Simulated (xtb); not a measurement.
ClH₂NTe, SMILES N[Te]Cl. All values are semi-empirical tight-binding results from xtb (GFN2-xTB unless named), good for trends rather than for accurate numbers. Geometry: GFN2-xTB. The values are those of a single conformer.

Computed properties:
```
Item                                            Value
--------------------------------------  -------------
point group as xtb finds it                        Cs
orbital gap                                   3.21 eV
zero-point energy                       16.0 kcal/mol
G − E(el) at 298.15 K (modified RRHO)   -2.6 kcal/mol
static polarisability (D4 model)           64.6 bohr³
solvation energy, GFN2-xTB/ALPB(water)  -4.8 kcal/mol
solvation energy, GFN2-xTB/ALPB(ether)  -6.1 kcal/mol
```
